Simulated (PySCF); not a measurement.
CHO$_{2}$ (SMILES [O]C=O), doublet, at a GFN2-xTB geometry; CCSD(T)/6-31G** run with PySCF.

Here is a job for PySCF.
```python
from pyscf import gto, scf, cc

mol = gto.Mole()
mol.atom = '''
    O    -1.073710   -0.429261   -0.004282
    C    -0.046169    0.187518    0.001412
    O     1.150280    0.118270    0.001940
    H    -0.335546    1.362823    0.010264
'''
mol.basis = '6-31g**'
mol.charge = 0
mol.spin = 1
mol.verbose = 4
mol.build()

mf = scf.UHF(mol)
mf.kernel()

mycc = cc.CCSD(mf)
mycc.kernel()
et = mycc.ccsd_t()
print('E(CCSD(T)) = %.10f' % (mycc.e_tot + et))
```

It wrote (shortened):

```
PySCF version 2.14.0

[INPUT] verbose = 4
[INPUT] num. atoms = 4
[INPUT] num. electrons = 23
[INPUT] charge = 0
[INPUT] spin (= nelec alpha-beta = 2S) = 1
[INPUT] symmetry False subgroup None
[INPUT] Mole.unit = angstrom
[INPUT] Symbol           X                Y                Z      unit          X                Y                Z       unit  Magmom
[INPUT]  1 O     -1.073710000000  -0.429261000000  -0.004282000000 AA   -2.029017837207  -0.811185725957  -0.008091807265 Bohr   0.0
[INPUT]  2 C     -0.046169000000   0.187518000000   0.001412000000 AA   -0.087246765445   0.354357663426   0.002668293288 Bohr   0.0
[INPUT]  3 O      1.150280000000   0.118270000000   0.001940000000 AA    2.173714166565   0.223497908752   0.003666068682 Bohr   0.0
[INPUT]  4 H     -0.335546000000   1.362823000000   0.010264000000 AA   -0.634090042193   2.575362226258   0.019396148943 Bohr   0.0

nuclear repulsion = 64.1669103947325
number of shells = 21
number of NR pGTOs = 88
number of NR cGTOs = 47
basis = 6-31g**
ecp = {}

******** <class 'pyscf.scf.uhf.UHF'> ********
method = UHF
initial guess = minao
damping factor = 0
level_shift factor = 0
DIIS = <class 'pyscf.scf.diis.CDIIS'>
diis_start_cycle = 1
diis_space = 8
diis_damp = 0
SCF conv_tol = 1e-09
SCF conv_tol_grad = None
SCF max_cycles = 50
direct_scf = True
direct_scf_tol = 1e-13
number electrons alpha = 12  beta = 11
Set gradient conv threshold to 3.16228e-05
init E= -188.619103311605

cycle= 1 E= -187.943021193248  delta_E= 0.676  |g|= 0.558  |ddm|= 1.52
cycle= 2 E= -188.0264249529  delta_E= -0.0834  |g|= 0.384  |ddm|= 0.566
cycle= 3 E= -188.079768659209  delta_E= -0.0533  |g|= 0.0441  |ddm|= 0.23
cycle= 4 E= -188.081878238729  delta_E= -0.00211  |g|= 0.0194  |ddm|= 0.0746
cycle= 5 E= -188.082414277422  delta_E= -0.000536  |g|= 0.00881  |ddm|= 0.037
cycle= 6 E= -188.082576202513  delta_E= -0.000162  |g|= 0.00348  |ddm|= 0.0213
cycle= 7 E= -188.082604292636  delta_E= -2.81e-05  |g|= 0.00135  |ddm|= 0.00806
cycle= 8 E= -188.082609093439  delta_E= -4.8e-06  |g|= 0.000467  |ddm|= 0.00359
cycle= 9 E= -188.082609602436  delta_E= -5.09e-07  |g|= 0.000141  |ddm|= 0.00128
cycle= 10 E= -188.08260964248  delta_E= -4e-08  |g|= 4.78e-05  |ddm|= 0.000358
cycle= 11 E= -188.082609647127  delta_E= -4.65e-09  |g|= 2.35e-05  |ddm|= 0.000106
cycle= 12 E= -188.082609647774  delta_E= -6.47e-10  |g|= 1.49e-05  |ddm|= 3.11e-05
Extra cycle  E= -188.082609647963  delta_E= -1.89e-10  |g|= 1.2e-05  |ddm|= 2.03e-05
converged SCF energy = -188.082609647963  <S^2> = 0.7835953  2S+1 = 2.0333178

******** <class 'pyscf.cc.uccsd.UCCSD'> ********
CC2 = 0
CCSD nocc = (np.int64(12), np.int64(11)), nmo = (47, 47)
max_cycle = 50
direct = 0
conv_tol = 1e-07
conv_tol_normt = 1e-06
diis_space = 6
diis_start_cycle = 0
diis_start_energy_diff = 1e+09
Init t2, MP2 energy = -0.4913938569991
Init E_corr(UCCSD) = -0.491393857101492
cycle = 1  E_corr(UCCSD) = -0.469446449035909  dE = 0.0219474081  norm(t1,t2) = 0.126862
cycle = 2  E_corr(UCCSD) = -0.491972136894925  dE = -0.0225256879  norm(t1,t2) = 0.0436323
cycle = 3  E_corr(UCCSD) = -0.489721675972483  dE = 0.00225046092  norm(t1,t2) = 0.0265822
cycle = 4  E_corr(UCCSD) = -0.492887527380965  dE = -0.00316585141  norm(t1,t2) = 0.0106933
cycle = 5  E_corr(UCCSD) = -0.492897976837894  dE = -1.04494569e-05  norm(t1,t2) = 0.00192185
cycle = 6  E_corr(UCCSD) = -0.4927723514456  dE = 0.000125625392  norm(t1,t2) = 0.000777125
cycle = 7  E_corr(UCCSD) = -0.49278972197576  dE = -1.73705302e-05  norm(t1,t2) = 0.000330849
cycle = 8  E_corr(UCCSD) = -0.492804952786525  dE = -1.52308108e-05  norm(t1,t2) = 0.000139117
cycle = 9  E_corr(UCCSD) = -0.492800428146568  dE = 4.52463996e-06  norm(t1,t2) = 4.98527e-05
cycle = 10  E_corr(UCCSD) = -0.492800788369386  dE = -3.60222818e-07  norm(t1,t2) = 2.40824e-05
cycle = 11  E_corr(UCCSD) = -0.492800460431713  dE = 3.27937673e-07  norm(t1,t2) = 7.4222e-06
cycle = 12  E_corr(UCCSD) = -0.492800318289911  dE = 1.42141802e-07  norm(t1,t2) = 3.0704e-06
cycle = 13  E_corr(UCCSD) = -0.492800283869626  dE = 3.44202849e-08  norm(t1,t2) = 1.15053e-06
cycle = 14  E_corr(UCCSD) = -0.49280023757872  dE = 4.62909066e-08  norm(t1,t2) = 4.08016e-07
UCCSD converged
E(UCCSD) = -188.5754098855415  E_corr = -0.4928002375787195
UCCSD(T) correction = -0.0195057548657765
E(CCSD(T)) = -188.5949156404
```
